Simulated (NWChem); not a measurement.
Species: AlNH4; SMILES [NH2][AlH2]

```xyz
6

Al     0.0000     0.0000     0.6739
H     -0.5771    -1.2809     1.4109
H      0.5771     1.2809     1.4109
N      0.0000     0.0000    -1.1071
H      0.3416     0.7581    -1.6855
H     -0.3416    -0.7581    -1.6855
```
Atoms are numbered in this order, from 1.

Computed with NWChem. Structure relaxed at the B3LYP/6-31G* (spherical d) level. Vzz is the largest principal value of the second derivative of the potential at the nucleus (NWChem prints the opposite sign); η is the asymmetry. Non-relativistic.

Question: Predict the results for Hartree-Fock/def2-TZVP. Quantities: Vzz Al1 (a.u.); η Al1; Vzz N4 (a.u.); η N4.

Answer: 
| Quantity | Result |
|---|---|
| Vzz Al1 (a.u.) | 1.278 |
| η Al1 | 0.04 |
| Vzz N4 (a.u.) | -0.689 |
| η N4 | 0.77 |
